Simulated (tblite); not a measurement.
Species: C3H11ClOSi3.
Atom-mapped SMILES: `[CH2:1]=[C:2]([Cl:3])[SiH2:4][O:5][SiH2:6][SiH2:7][CH3:8]` (hydrogens: H9, H10 on C1; H11, H12 on Si4; H13, H14 on Si6; H15, H16 on Si7; H17, H18, H19 on C8)

Computed geometry: GFN2-xTB, gas phase.

**Question.** What internal coordinates does the optimisation give?

**Answer.** 
```
                  bond  length (bohr)
                 C1=C2          2.498
                C2–Cl3          3.287
                C2–Si4          3.585
                Si4–O5          3.033
                O5–Si6          3.093
               Si6–Si7          4.363
                Si7–C8          3.596
                 C1–H9          2.033
                C1–H10          2.037
      Si4–H11, Si4–H12          2.759
      Si6–H13, Si6–H14          2.778
      Si7–H15, Si7–H16          2.786
C8–H17, C8–H18, C8–H19          2.053
```

Bonds in one row agree within 0.02 bohr and their mean is given. A selection of angles:
```
     angle  degrees
 C1–C2–Cl3    119.1
 C1–C2–Si4    127.2
Cl3–C2–Si4    113.7
 C2–Si4–O5    108.5
Si4–O5–Si6    168.8
O5–Si6–Si7    109.5
Si6–Si7–C8    108.4
```

Torsions: C1–C2–Si4–O5 -125° (anticlinal); O5–Si6–Si7–C8 -169° (antiperiplanar). The mirror-image conformer, all signs reversed, is as good.

Si6 (oxygen-bound silicon) is distorted tetrahedral (angles from 102.1° to 116.6°). Of the pairs four or more bonds apart, Cl3···Si7 is among the closest relative to their van der Waals radii: 3.63 Å, 94 % of the sum of Bondi's values. Si4 (oxygen-bound silicon) is distorted tetrahedral (angles from 107.3° to 115.2°). Si7 (SiH2 silicon) is distorted tetrahedral (angles from 105.8° to 114.5°). The 2 O–Si bonds span 1.605 Å (Si4–O5, drawn single) to 1.637 Å (O5–Si6, drawn single), a spread of 0.032 Å.

Point group: C1 (no symmetry element, even within 0.4 Å). Its lowest GFN2-xTB frequency is 10i cm⁻¹, too small to tell a flat minimum from a shallow saddle. One conformer, not necessarily the lowest. 3 starts were optimised and ended at 0.00, 0.41 and 0.71 kcal/mol (GFN2-xTB); the lowest of these is shown.
